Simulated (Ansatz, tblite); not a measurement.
Removing an electron: [InH4]- (InH4⁻). The state is a singlet with charge -1. Geometry: PBE-D4/def2-TZVPD. Ansatz, gas phase; energy differences of separate SCF runs; the oxidised species was run as a doublet alone.

```
atom   x (Å)   y (Å)   z (Å)
 In1   0.000   0.000   0.000
  H2   1.513   0.872   0.414
  H3  -0.261  -1.329   1.177
  H4   0.134  -0.681  -1.655
  H5  -1.386   1.138   0.064
```

In the def2 sets In takes a core potential; there is no spin–orbit coupling. The xTB rows come from tblite. Correlated methods freeze 4 core orbitals; core or outer-core shells of In are correlated, in sets that lack core-valence functions. HOMO above LUMO, or a gap near zero within one spin, warns that the state may not be the lowest or that an electron is smeared out.

(1) Estimate orbital energies and vertical ionisation energies at: GFN1-xTB; HF/def2-TZVPPD; PBE-D4/def2-TZVPD; r2SCAN-D4/def2-TZVPD; PBE0-D4/def2-TZVPD; MP2/def2-TZVPPD; CCSD/def2-TZVPPD; CCSD(T)/def2-TZVPPD.

Answers

(1) 
| level | −HOMO (eV) | vertical IE (eV) | −LUMO (eV) | HOMO–LUMO gap (eV) | remarks |
| --- | --- | --- | --- | --- | --- |
| GFN1-xTB | 7.10 | 9.18 | 0.27 | 6.83 | – |
| HF/def2-TZVPPD | – | 3.79 | – | – | – |
| PBE-D4/def2-TZVPD | 1.19 | 4.05 | -3.21 | 4.40 | gap within one spin near zero (doublet) |
| r2SCAN-D4/def2-TZVPD | 1.46 | 4.17 | -3.94 | 5.40 | – |
| PBE0-D4/def2-TZVPD | 2.31 | 4.34 | -3.60 | 5.91 | – |
| MP2/def2-TZVPPD | – | 4.52 | – | – | – |
| CCSD/def2-TZVPPD | – | 4.55 | – | – | – |
| CCSD(T)/def2-TZVPPD | – | 4.54 | – | – | – |

  Raw xTB energy differences between charge states are shifted by several eV; the methods need an empirical correction for them.
